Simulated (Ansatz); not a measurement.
`C[S][AlH][O][InH2]` + H₂ → `C[S][AlH2]` + `[OH][InH2]` at 298.15 K and 1 bar (hydrogenolysis of the Al–O bond).

Computed with Ansatz on PBE0-D4/def2-TZVP structures; ΔE is electronic, products minus reactants. CCSD(T)/CBS adds triple-zeta CCSD(T) − MP2 to the extrapolated MP2 energy (def2 sets, frozen cores). This one scheme is used for every species. Elements past krypton have def2 core potentials. For In outer-core shells are correlated without core-valence functions, which leaves a few kJ/mol of doubt a bond. One conformer a species, not always the lowest.

```json
{"species": "`C[S][AlH][O][InH2]`", "CCSD(T)/CBS energy (Eh)": "-946.52991", "H − E (kJ/mol)": "191.6", "S (J/(mol·K))": "444.7"}
{"species": "H₂", "CCSD(T)/CBS energy (Eh)": "-1.17544", "H − E (kJ/mol)": "35.1", "S (J/(mol·K))": "130.4"}
{"species": "`C[S][AlH2]`", "CCSD(T)/CBS energy (Eh)": "-680.87163", "H − E (kJ/mol)": "155.2", "S (J/(mol·K))": "309.9"}
{"species": "`[OH][InH2]`", "CCSD(T)/CBS energy (Eh)": "-266.78179", "H − E (kJ/mol)": "78.4", "S (J/(mol·K))": "275.9"}
```

H − E and S are ideal-gas, rigid-rotor, harmonic terms from PBE0-D4/def2-TZVP, for one conformer and one mirror image of each species. The MP2-based limit puts H₂ 0.8 mEh under its directly extrapolated value; such offsets cancel only in part. 1 Eh = 2625.50 kJ/mol, R = 8.31446 J/(mol·K).

By hand: ΔE, ΔH, ΔS and ΔG.

ΔE = (-680.87163) + (-266.78179) − (-946.52991) − (-1.17544) = 0.05193 Eh = 136.3 kJ/mol. Δ(H − E) = 155.2 + 78.4 − 191.6 − 35.1 = 6.9, so ΔH = 143.2 kJ/mol. ΔS = 309.9 + 275.9 − 444.7 − 130.4 = 10.7 J/(mol·K). ΔG = 143.2 − 298.15 × (10.7)/1000 = 140.0 kJ/mol.

By hand: the equilibrium constant, and the temperature at which ΔG would vanish if ΔH and ΔS stayed fixed.

log₁₀ K = −ΔG/(RT ln 10) = -24.5. ΔG = 0 at ΔH/ΔS = 13383 K, far beyond where these terms or the molecules hold.

The number of gas molecules stays the same, so ΔS is small and ΔH decides. A doubt of 5 kJ/mol in ΔE shifts log₁₀ K by 0.9 here. Other conformers and mirror images would add mixing entropy, several J/(mol·K) or more a flexible species. Modes under 60 cm⁻¹, often nearly free rotors, make the harmonic entropy too high. These are equilibria of isolated gas molecules and say nothing of rates. Largest T1 diagnostic: 0.017 (customary marks: 0.02 for closed shells, 0.045 for open ones).
